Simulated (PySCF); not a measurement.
Method: PySCF 2.14.0 with PBE-D3(BJ)/def2-TZVP // PBE-D3(BJ)/def2-SVP. All species are isolated molecules in the gas phase. One relaxed conformer stands for a flexible species; it need not be the lowest. Delta-SCF ions had no search for a lower state. Excitations are Tamm–Dancoff values on a coarser integration grid. The basis has no diffuse functions, so Rydberg states are missing or too high.

Reference species (SMILES): `CCC(CC)(CC)CC` (neutral, multiplicity 1).

```json
{
 "HOMO–LUMO gap": "7.03 eV",
 "S1 excitation (TDA)": "7.06 eV",
 "vertical ionisation energy (Delta-SCF)": "9.37 eV"
}
```

Changed species: `C(CC)CC` (C–C–C–C torsion -180°, C–C–C–C torsion -180°) (2 of 4 C2H5 replaced by H; the reference has 0 of 4 C2H5 replaced by H).

### Question
Give the shifts of the HOMO–LUMO gap, S1 excitation (TDA) and vertical ionisation energy (Delta-SCF).

### Answer
the HOMO–LUMO gap goes up by 0.86 eV, to 7.89 eV; the S1 excitation (TDA) increases by 0.88 eV, to 7.94 eV; the vertical ionisation energy (Delta-SCF) goes up by 0.90 eV, to 10.27 eV.
